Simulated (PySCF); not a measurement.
SnClI3, SMILES [Cl][Sn]([I])([I])[I]. Atoms are numbered in the order given.

```xyz
5

Cl     0.0000     0.0000     2.7757
Sn     0.0000     0.0000     0.4179
I      2.2196     1.2815    -0.4282
I     -2.2196     1.2815    -0.4282
I      0.0000    -2.5630    -0.4282
```
Charge 0, spin multiplicity 1.

Coordinates come from a B3LYP-D3(BJ)/def2-SVP optimisation. The def2 effective core potentials stand for the cores of I, Sn; spin–orbit coupling is left out.

The numbers are results of PySCF with PBE0/def2-TZVP, not measurements.

Symmetry labels are those of the subgroup Cs that the program uses (full group C3v).

Computed valence orbital energies around the gap with their symmetry:
```
orbital  symmetry  energy (eV)
-------  --------  -----------
HOMO−7         A'        -9.29
HOMO−6         A"        -9.29
HOMO−5         A'        -8.47
HOMO−4         A"        -8.42
HOMO−3         A'        -8.42
HOMO−2         A'        -8.16
HOMO−1         A"        -8.16
HOMO           A"        -8.05
LUMO           A'        -3.91
LUMO+1         A'        -1.03
LUMO+2         A"        -1.03
LUMO+3         A'        -0.98
```
